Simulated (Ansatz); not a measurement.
Basis-set extrapolation for C3H6BFSi, SMILES `C#C[SiH2]B(C)F` (PBE0-D4/def2-TZVP geometry, frozen core, the Gaussian-basis code of Ansatz). Multiplicity 1, RHF reference.

```csv
,def2-TZVPP,def2-QZVPP
HF,-530.264973,-530.284216
MP2 correlation,-0.936735,-1.006528
CCSD(T) correlation,-1.023217,not run
```

Energies in hartree. Use E(X) = E(∞) + A·exp(−7.88·√X) for Hartree–Fock and E(X) = E(∞) + B·X^(−2.97) for correlation, with X = 3 and 4, and add CCSD(T) minus MP2 of the smaller set to the MP2 limit.

What is the CCSD(T) energy at the basis-set limit?

HF limit: -530.284216 + (-0.019243) × 0.13774 = -530.28687. MP2 limit: -1.006528 + (-0.069793) × 0.74074 = -1.05823. Higher-order term: -1.023217 − (-0.936735) = -0.08648. Total: -531.43158 hartree, 90.0 kcal/mol below CCSD(T)/def2-TZVPP.
